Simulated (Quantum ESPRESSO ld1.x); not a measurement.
Problem. The mean radii <r> (bohr) of the occupied orbitals of an atom or ion are listed with their occupations. All-electron calculation, scalar-relativistic Kohn-Sham, PBE, spin-unpolarised, spherical densities, point nucleus. Program: ld1.x of Quantum ESPRESSO 7.5.

| orbital | occ. | <r> |
|---|---|---|
| 1s | 2 | 0.02558 |
| 2s | 2 | 0.1097 |
| 2p | 6 | 0.09619 |
| 3s | 2 | 0.2919 |
| 3p | 6 | 0.2899 |
| 3d | 10 | 0.2666 |
| 4s | 2 | 0.6736 |
| 4p | 6 | 0.7151 |
| 4d | 10 | 0.7987 |
| 5s | 2 | 1.603 |
| 5p | 5 | 1.832 |

Name the element and its charge.

Solution. Z = 56, barium, charge +3: Ba3+ in [Kr] 4d10 5s2 5p5. The 1s radius gives Z: for a bare nucleus <r> = (2 gamma + 1)/(2Z) with gamma = sqrt(1 - (Z/c)^2), 0.02523 bohr for Z = 56, and screening makes it slightly larger (0.02558 here). The occupations add up to 53, and the charge is Z minus that.
